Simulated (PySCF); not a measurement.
# Working out the ionisation energy of Ne⁺

Ne⁺ [He] 2s2 2p5 (2P) → Ne²⁺ [He] 2s2 2p4 (3P). All numbers are calculated (PySCF 2.14, scalar relativity by spin-free X2C-1e, in ANO-RCC-VTZP (4s3p2d1f, 30 functions)). Frozen: nothing. Energies in hartree (1 hartree = 27.21139 eV):

```json
{"part": "UHF", "Ne⁺ (lower)": "-127.961379", "Ne²⁺ (upper)": "-126.519018"}
{"part": "CCSD correlation", "Ne⁺ (lower)": "-0.221778", "Ne²⁺ (upper)": "-0.169208"}
{"part": "(T)", "Ne⁺ (lower)": "-0.002688", "Ne²⁺ (upper)": "-0.001554"}
```

**Question.** What does Hartree-Fock give?

**Answer.** (-126.519018) − (-127.961379) = 1.442361 hartree = 39.249 eV.

**Question.** What do CCSD and CCSD(T) give?

**Answer.** The CCSD correlation energies differ by 0.052570 hartree = 1.431 eV and the triples by 0.001134 hartree = 0.031 eV, so CCSD gives 40.680 eV and CCSD(T) 40.711 eV.

A first-order spin-orbit estimate adds -0.005 eV to CCSD(T) (valence and next inner shell), giving 40.706 eV against 40.963 eV (measured; NIST Atomic Spectra Database, ionization energies).

What remains against the reference includes basis incompleteness and higher excitations.
